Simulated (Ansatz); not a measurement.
C2H7NOSi can be A, `CNC(=O)[SiH3]`, or B, `NC1([SiH3])CO1`.

Gas-phase electronic energies from Ansatz, PBE0-D4/def2-TZVP geometries. CCSD(T)/CBS is the MP2 limit (def2-TZVPP, def2-QZVPP) plus CCSD(T) − MP2 in def2-TZVPP, frozen cores. Functionals use def2-TZVPP. B3LYP here is the variant with VWN-RPA as its local correlation; programs differ in this. Each species was taken in one conformer, which may not be the lowest.

**Question.** Which isomer does CCSD(T)/CBS put lower? Give the gap. (Estimate.)

**Answer.** The calculation gave: A, by 30.1 kcal/mol.

**Question.** Give E(B) − E(A) in kcal/mol with ωB97M-V, PBE-D4, B3LYP-D4, BLYP-D4, r2SCAN-D4, MP2/def2-TZVPP, CCSD/def2-TZVPP. (Estimate.)

**Answer.** The calculation gave: ωB97M-V 30.3, PBE-D4 31.9, B3LYP-D4 34.4, BLYP-D4 35.8, r2SCAN-D4 32.2, MP2/def2-TZVPP 29.4, CCSD/def2-TZVPP 30.1. None reverses the order clearly.

**Question.** Does the order hold for the free energy at 298.15 K (harmonic terms from PBE0-D4)? (Estimate.)

**Answer.** Ansatz gave: Yes: G(B) − G(A) = +31.4 kcal/mol, for one conformer each.

Largest T1 diagnostic: 0.016.

At CCSD(T), def2-SVP lies +3.9 kcal/mol from the extrapolated value and def2-TZVPP +0.2 kcal/mol. Leaving LDA and LC-ωPBE aside and taking each functional with its dispersion term where it has one, the values, not all of them listed here, spread over 6.1 kcal/mol, from PBE-QIDH to BLYP-D4. LDA lies −1.9 kcal/mol from PBE without D4.
